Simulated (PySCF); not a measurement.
**Continuum solvent and chemical shifts**

Molfile (atoms numbered from 1):
```
C6H9FO
     RDKit          3D

 17 16  0  0  0  0  0  0  0  0999 V2000
    3.0079   -0.0163    1.0310 C   0  0  0  0  0  0  0  0  0  0  0  0
    2.6153   -1.2282    0.4512 O   0  0  0  0  0  0  0  0  0  0  0  0
    1.2986   -1.4468    0.3067 C   0  0  0  0  0  0  0  0  0  0  0  0
    0.2815   -0.6500    0.6634 C   0  0  0  0  0  0  0  0  0  0  0  0
   -1.1556   -1.0164    0.4302 C   0  0  0  0  0  0  0  0  0  0  0  0
   -1.8346   -0.0878   -0.5320 C   0  0  0  0  0  0  0  0  0  0  0  0
   -2.8958    0.6633   -0.2526 C   0  0  0  0  0  0  0  0  0  0  0  0
   -3.4917    0.6511    0.9422 F   0  0  0  0  0  0  0  0  0  0  0  0
    4.1050   -0.0116    1.0574 H   0  0  0  0  0  0  0  0  0  0  0  0
    2.6197    0.0844    2.0606 H   0  0  0  0  0  0  0  0  0  0  0  0
    2.6550    0.8482    0.4401 H   0  0  0  0  0  0  0  0  0  0  0  0
    1.1213   -2.4209   -0.1619 H   0  0  0  0  0  0  0  0  0  0  0  0
    0.4687    0.3230    1.1261 H   0  0  0  0  0  0  0  0  0  0  0  0
   -1.2103   -2.0487    0.0417 H   0  0  0  0  0  0  0  0  0  0  0  0
   -1.7129   -1.0100    1.3807 H   0  0  0  0  0  0  0  0  0  0  0  0
   -1.4165    0.0073   -1.5383 H   0  0  0  0  0  0  0  0  0  0  0  0
   -3.3795    1.3487   -0.9544 H   0  0  0  0  0  0  0  0  0  0  0  0
  1  2  1  0
  2  3  1  0
  3  4  2  0
  4  5  1  0
  5  6  1  0
  6  7  2  0
  7  8  1  0
  1  9  1  0
  1 10  1  0
  1 11  1  0
  3 12  1  0
  4 13  1  0
  5 14  1  0
  5 15  1  0
  6 16  1  0
  7 17  1  0
M  END
```

GIAO PBE0/pcSseg-1 in PySCF 2.14.0 with density-fitted response routines on one PBE0-D3(BJ)/def2-SVP conformer, non-relativistic, equivalent nuclei averaged. Solvents enter as an IEF-PCM continuum (chloroform with ε = 4.7, tetrahydrofuran with ε = 7.4) around the gas-phase geometry. Shifts are referred to TMS, CFCl3 computed in the same medium.

Gas phase, δ in ppm: C7 155.5, C3 155.3, C6 119.1, C4 102.8, C1 54.2, C5 25.5, F8 -123.0, H17 6.62, H12 6.49, H16 4.61, H13 4.27, H9/H10/H11 3.41, H14/H15 2.74. Dipole moment 1.36 D.

Q: How does each δ change in the continuum?

A: 
```
     atoms                                                  environment  Δδ, chloroform  Δδ, tetrahydrofuran
        C7                                                    alkene CH            +1.1                 +1.3
        C3                                 alkene carbon bearing oxygen            +0.9                 +1.0
        C6                                                    alkene CH            +1.2                 +1.3
        C4                β carbon of an enol-ether or enamine type C=C            +1.1                 +1.2
        C1                                    methyl carbon bonded to O            +0.9                 +1.1
        C5                                              allylic sp3 CH2            +0.2                 +0.2
        F8                                             vinylic fluorine            -3.5                 -3.8
       H17                                     hydrogen on an alkene CH           +0.17                +0.19
       H12                  hydrogen on an alkene carbon bearing oxygen           +0.10                +0.12
       H16                                     hydrogen on an alkene CH           +0.18                +0.20
       H13  hydrogen on a β carbon of an enol-ether or enamine type C=C           +0.14                +0.16
H9/H10/H11                      hydrogen on a methyl carbon bonded to O           +0.10                +0.12
   H14/H15                               hydrogen on an allylic sp3 CH2           +0.03                +0.03
```

Changes are relative to the gas phase. The dipole moment becomes 1.54 D in chloroform, 1.56 D in tetrahydrofuran.

Q: Which nuclei move most (in ppm), and what does the model miss?

A: F8 (vinylic fluorine, -3.8 ppm) in tetrahydrofuran. A continuum only polarises the solute; specific hydrogen bonds, the anisotropy of aromatic solvents and changes of geometry or conformer are outside it.
